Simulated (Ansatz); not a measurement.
Born–Oppenheimer molecular dynamics of C3H10OSi2 (16 atoms, charge 0, multiplicity 1). It starts from a relaxed structure.

Theory: RKS B3LYP-D4/STO-3G in Ansatz 0.2.0.

| Quantity | Value |
| --- | --- |
| ensemble | NVT, Nosé–Hoover chain |
| time step | 0.25 fs |
| steps asked | 150 |
| set temperature | 500 K |
| thermostat | time constant 50 fs, chain length 1 |
| seed | 695485 |

Frames 0.5 fs apart, positions in Å, forces in eV/Å.

Velocities at 27.5 fs (Å/ps):

```
C 0.92 4.32 -8.89
C 0.95 -8.27 3.54
Si -5.42 1.41 2.62
C 0.36 2.71 -1.94
O 2.36 5.58 -1.35
Si 1.23 -4.00 0.55
H -1.09 6.21 1.64
H 10.32 -7.75 -8.71
H 2.04 -5.51 -3.17
H 1.84 -5.25 9.77
H 24.23 34.29 -1.40
H 6.54 -28.08 2.56
H 4.23 -3.97 -0.49
H 0.40 12.43 4.56
H 0.56 5.34 6.43
H 3.70 -9.40 8.77
```

```xyz
16
Properties=species:S:1:pos:R:3:forces:R:3 time_fs=27.5 energy_less_start_eV=0.543 T=230
C 0.406 0.408 1.712 0.20 0.58 -1.91
C 1.015 -0.072 0.349 -1.13 0.23 0.45
Si 0.667 -1.645 -0.536 0.50 -0.76 -0.47
C 0.141 0.115 -0.972 -0.78 -1.85 0.51
O 0.630 0.856 -2.140 0.00 -0.25 0.81
Si -1.681 0.319 -0.484 0.76 1.00 0.02
H 1.097 0.137 2.484 0.62 -0.06 1.18
H -0.559 -0.057 1.880 -0.22 -0.21 0.46
H 0.255 1.510 1.664 0.18 -0.44 0.38
H 2.022 0.283 0.255 1.12 0.42 -0.27
H 1.815 -2.281 -1.207 -0.57 0.31 0.39
H -0.302 -2.601 0.023 0.38 0.51 -0.34
H 0.997 1.652 -1.613 0.30 0.65 -0.43
H -1.999 -0.363 0.731 -0.14 -0.19 0.16
H -2.596 -0.147 -1.430 -0.75 -0.41 -1.14
H -1.839 1.727 -0.316 -0.48 0.46 0.20
16
Properties=species:S:1:pos:R:3:forces:R:3 time_fs=28.0 energy_less_start_eV=0.555 T=225
C 0.406 0.410 1.707 0.37 0.29 -1.61
C 1.015 -0.076 0.351 -1.02 0.40 0.37
Si 0.665 -1.644 -0.535 0.59 -0.90 -0.54
C 0.141 0.116 -0.973 -0.74 -1.86 0.54
O 0.632 0.859 -2.140 -0.07 -0.39 0.77
Si -1.681 0.317 -0.484 0.79 1.05 0.03
H 1.097 0.140 2.486 0.51 -0.01 1.02
H -0.554 -0.061 1.877 -0.28 -0.19 0.48
H 0.256 1.507 1.663 0.13 -0.24 0.33
H 2.024 0.281 0.259 1.03 0.36 -0.29
H 1.827 -2.263 -1.207 -0.67 0.30 0.44
H -0.298 -2.615 0.024 0.44 0.59 -0.38
H 0.999 1.651 -1.614 0.34 0.75 -0.36
H -1.999 -0.357 0.734 -0.14 -0.24 0.18
H -2.597 -0.145 -1.428 -0.78 -0.43 -1.17
H -1.838 1.723 -0.311 -0.49 0.51 0.19
16
Properties=species:S:1:pos:R:3:forces:R:3 time_fs=28.5 energy_less_start_eV=0.554 T=227
C 0.407 0.412 1.702 0.57 -0.07 -1.20
C 1.015 -0.080 0.353 -0.80 0.60 0.27
Si 0.662 -1.643 -0.534 0.68 -1.00 -0.61
C 0.141 0.117 -0.974 -0.69 -1.85 0.57
O 0.633 0.862 -2.141 -0.12 -0.50 0.75
Si -1.680 0.315 -0.484 0.73 1.10 -0.01
H 1.098 0.143 2.490 0.32 0.06 0.76
H -0.550 -0.066 1.874 -0.30 -0.14 0.48
H 0.258 1.503 1.663 0.07 0.00 0.28
H 2.029 0.280 0.263 0.83 0.27 -0.29
H 1.836 -2.245 -1.207 -0.74 0.28 0.47
H -0.293 -2.627 0.024 0.47 0.64 -0.41
H 1.002 1.652 -1.616 0.37 0.79 -0.30
H -2.000 -0.351 0.737 -0.14 -0.28 0.19
H -2.599 -0.143 -1.429 -0.74 -0.42 -1.12
H -1.838 1.720 -0.306 -0.49 0.52 0.17
16
Properties=species:S:1:pos:R:3:forces:R:3 time_fs=29.0 energy_less_start_eV=0.545 T=232
C 0.407 0.414 1.697 0.76 -0.47 -0.70
C 1.015 -0.084 0.355 -0.50 0.82 0.16
Si 0.659 -1.643 -0.533 0.76 -1.05 -0.68
C 0.141 0.117 -0.974 -0.63 -1.81 0.59
O 0.634 0.864 -2.141 -0.15 -0.55 0.75
Si -1.679 0.313 -0.483 0.59 1.13 -0.10
H 1.101 0.146 2.497 0.10 0.14 0.46
H -0.546 -0.071 1.872 -0.28 -0.08 0.47
H 0.259 1.499 1.663 0.01 0.25 0.22
H 2.035 0.279 0.267 0.54 0.14 -0.29
H 1.844 -2.226 -1.205 -0.77 0.24 0.47
H -0.287 -2.637 0.023 0.47 0.67 -0.42
H 1.006 1.654 -1.618 0.36 0.77 -0.27
H -2.000 -0.346 0.740 -0.14 -0.31 0.17
H -2.603 -0.143 -1.433 -0.64 -0.37 -1.00
H -1.839 1.718 -0.300 -0.48 0.50 0.15
16
Properties=species:S:1:pos:R:3:forces:R:3 time_fs=29.5 energy_less_start_eV=0.537 T=238
C 0.408 0.416 1.692 0.92 -0.87 -0.17
C 1.015 -0.088 0.356 -0.15 1.04 0.03
Si 0.657 -1.642 -0.531 0.84 -1.06 -0.73
C 0.141 0.117 -0.975 -0.57 -1.75 0.61
O 0.635 0.867 -2.142 -0.16 -0.56 0.78
Si -1.679 0.311 -0.483 0.38 1.16 -0.22
H 1.103 0.150 2.505 -0.13 0.22 0.13
H -0.544 -0.076 1.872 -0.22 0.01 0.45
H 0.261 1.496 1.664 -0.05 0.47 0.17
H 2.043 0.279 0.269 0.21 0.00 -0.28
H 1.851 -2.207 -1.202 -0.77 0.18 0.45
H -0.280 -2.646 0.021 0.44 0.66 -0.41
H 1.012 1.659 -1.621 0.31 0.69 -0.26
H -2.001 -0.342 0.744 -0.13 -0.34 0.14
H -2.609 -0.144 -1.438 -0.47 -0.30 -0.82
H -1.841 1.718 -0.294 -0.46 0.45 0.13
16
Properties=species:S:1:pos:R:3:forces:R:3 time_fs=30.0 energy_less_start_eV=0.532 T=242
C 0.409 0.418 1.686 1.02 -1.21 0.36
C 1.015 -0.091 0.359 0.21 1.25 -0.09
Si 0.654 -1.642 -0.530 0.92 -1.03 -0.78
C 0.140 0.117 -0.975 -0.49 -1.66 0.62
O 0.636 0.869 -2.142 -0.14 -0.52 0.83
Si -1.678 0.310 -0.483 0.12 1.18 -0.35
H 1.105 0.154 2.512 -0.33 0.29 -0.18
H -0.541 -0.081 1.873 -0.13 0.11 0.41
H 0.263 1.494 1.665 -0.10 0.66 0.11
H 2.052 0.278 0.271 -0.13 -0.14 -0.27
H 1.855 -2.186 -1.197 -0.74 0.10 0.42
H -0.272 -2.654 0.018 0.38 0.63 -0.39
H 1.017 1.665 -1.625 0.24 0.55 -0.27
H -2.002 -0.339 0.748 -0.12 -0.35 0.09
H -2.616 -0.145 -1.446 -0.27 -0.21 -0.61
H -1.844 1.718 -0.288 -0.44 0.36 0.09
16
Properties=species:S:1:pos:R:3:forces:R:3 time_fs=30.5 energy_less_start_eV=0.535 T=241
C 0.411 0.420 1.681 1.05 -1.45 0.86
C 1.015 -0.095 0.360 0.53 1.43 -0.22
Si 0.652 -1.642 -0.529 0.98 -0.95 -0.81
C 0.140 0.117 -0.976 -0.41 -1.56 0.63
O 0.637 0.872 -2.142 -0.10 -0.45 0.89
Si -1.677 0.308 -0.483 -0.17 1.21 -0.49
H 1.106 0.159 2.520 -0.49 0.33 -0.46
H -0.539 -0.086 1.874 -0.03 0.21 0.36
H 0.264 1.493 1.667 -0.14 0.76 0.05
H 2.060 0.278 0.272 -0.44 -0.26 -0.25
H 1.858 -2.166 -1.192 -0.67 0.01 0.36
H -0.263 -2.660 0.014 0.30 0.57 -0.35
H 1.024 1.672 -1.629 0.15 0.37 -0.29
H -2.004 -0.337 0.752 -0.11 -0.35 0.02
H -2.624 -0.147 -1.456 -0.05 -0.11 -0.37
H -1.849 1.720 -0.282 -0.41 0.25 0.06
16
Properties=species:S:1:pos:R:3:forces:R:3 time_fs=31.0 energy_less_start_eV=0.546 T=237
C 0.412 0.422 1.676 1.02 -1.57 1.31
C 1.015 -0.098 0.362 0.79 1.57 -0.35
Si 0.650 -1.642 -0.528 1.03 -0.82 -0.84
C 0.139 0.116 -0.976 -0.32 -1.43 0.64
O 0.638 0.874 -2.142 -0.06 -0.38 0.94
Si -1.676 0.307 -0.482 -0.48 1.24 -0.61
H 1.106 0.164 2.526 -0.59 0.35 -0.67
H -0.537 -0.090 1.877 0.06 0.30 0.31
H 0.265 1.494 1.668 -0.17 0.77 0.00
H 2.067 0.277 0.273 -0.69 -0.36 -0.24
H 1.859 -2.146 -1.186 -0.56 -0.09 0.28
H -0.253 -2.664 0.009 0.20 0.47 -0.30
H 1.030 1.680 -1.634 0.05 0.17 -0.31
H -2.006 -0.335 0.757 -0.09 -0.34 -0.06
H -2.632 -0.150 -1.466 0.18 -0.01 -0.13
H -1.854 1.722 -0.275 -0.38 0.12 0.02
16
Properties=species:S:1:pos:R:3:forces:R:3 time_fs=31.5 energy_less_start_eV=0.562 T=229
C 0.414 0.423 1.671 0.92 -1.55 1.70
C 1.015 -0.100 0.364 0.97 1.67 -0.48
Si 0.647 -1.642 -0.527 1.07 -0.67 -0.85
C 0.138 0.114 -0.976 -0.23 -1.29 0.64
O 0.639 0.876 -2.141 -0.02 -0.30 0.99
Si -1.675 0.306 -0.482 -0.77 1.27 -0.71
H 1.105 0.171 2.531 -0.62 0.35 -0.82
H -0.535 -0.094 1.880 0.15 0.39 0.25
H 0.266 1.498 1.670 -0.18 0.69 -0.06
H 2.073 0.274 0.273 -0.86 -0.43 -0.23
H 1.859 -2.125 -1.179 -0.43 -0.19 0.19
H -0.243 -2.668 0.004 0.08 0.36 -0.23
H 1.038 1.689 -1.639 -0.06 -0.03 -0.33
H -2.008 -0.334 0.761 -0.06 -0.33 -0.15
H -2.639 -0.152 -1.477 0.39 0.08 0.10
H -1.860 1.724 -0.268 -0.34 -0.01 -0.02
16
Properties=species:S:1:pos:R:3:forces:R:3 time_fs=32.0 energy_less_start_eV=0.583 T=219
C 0.415 0.424 1.666 0.77 -1.39 2.00
C 1.016 -0.103 0.366 1.06 1.72 -0.60
Si 0.645 -1.642 -0.527 1.10 -0.48 -0.86
C 0.138 0.113 -0.976 -0.14 -1.13 0.64
O 0.641 0.879 -2.141 0.01 -0.25 1.02
Si -1.674 0.304 -0.482 -1.05 1.30 -0.79
H 1.102 0.178 2.534 -0.60 0.33 -0.89
H -0.532 -0.097 1.884 0.21 0.46 0.19
H 0.266 1.502 1.671 -0.18 0.52 -0.11
H 2.076 0.271 0.272 -0.96 -0.47 -0.22
H 1.858 -2.105 -1.172 -0.27 -0.30 0.09
H -0.232 -2.670 -0.003 -0.05 0.22 -0.16
H 1.044 1.697 -1.646 -0.15 -0.21 -0.32
H -2.010 -0.334 0.765 -0.04 -0.32 -0.23
H -2.645 -0.154 -1.488 0.58 0.16 0.31
H -1.867 1.726 -0.262 -0.30 -0.14 -0.06
16
Properties=species:S:1:pos:R:3:forces:R:3 time_fs=32.5 energy_less_start_eV=0.606 T=207
C 0.417 0.424 1.662 0.59 -1.13 2.22
C 1.016 -0.105 0.368 1.06 1.72 -0.71
Si 0.643 -1.642 -0.526 1.12 -0.28 -0.86
C 0.137 0.111 -0.976 -0.05 -0.97 0.63
O 0.642 0.881 -2.140 0.02 -0.23 1.02
Si -1.674 0.303 -0.482 -1.29 1.34 -0.83
H 1.098 0.186 2.535 -0.51 0.28 -0.88
H -0.529 -0.098 1.888 0.25 0.50 0.12
H 0.266 1.508 1.673 -0.17 0.29 -0.17
H 2.078 0.267 0.271 -0.97 -0.47 -0.21
H 1.856 -2.086 -1.165 -0.09 -0.41 -0.02
H -0.222 -2.672 -0.009 -0.19 0.07 -0.09
H 1.051 1.706 -1.653 -0.24 -0.36 -0.29
H -2.013 -0.335 0.768 -0.02 -0.30 -0.32
H -2.650 -0.156 -1.497 0.74 0.22 0.48
H -1.875 1.728 -0.255 -0.25 -0.26 -0.10
16
Properties=species:S:1:pos:R:3:forces:R:3 time_fs=33.0 energy_less_start_eV=0.630 T=195
C 0.420 0.425 1.658 0.37 -0.79 2.34
C 1.017 -0.107 0.369 0.97 1.67 -0.81
Si 0.641 -1.642 -0.525 1.14 -0.08 -0.85
C 0.136 0.109 -0.976 0.04 -0.80 0.62
O 0.643 0.883 -2.140 0.02 -0.26 0.99
Si -1.673 0.302 -0.482 -1.50 1.37 -0.85
H 1.093 0.195 2.534 -0.36 0.21 -0.80
H -0.526 -0.099 1.893 0.25 0.52 0.07
H 0.265 1.515 1.673 -0.15 0.02 -0.22
H 2.077 0.262 0.270 -0.89 -0.44 -0.21
H 1.854 -2.068 -1.157 0.09 -0.52 -0.13
H -0.212 -2.674 -0.016 -0.33 -0.08 -0.01
H 1.057 1.713 -1.661 -0.30 -0.47 -0.23
H -2.015 -0.337 0.771 0.01 -0.28 -0.39
H -2.654 -0.157 -1.506 0.85 0.27 0.62
H -1.884 1.730 -0.249 -0.21 -0.36 -0.13
```

Of the whole run (38 fs, mean temperature of the second half 233 K): The conserved energy stayed within 0.04 meV per atom of its start (net change 0.031 meV per atom), so the integration is sound. The mean temperature of the second half is 53 % below the set value. A run of 0.037 ps of so small a system gives no equilibrium averages. Limits of this set-up: minimal basis.

Run time: 10 min on 1 CPU thread of a shared host.
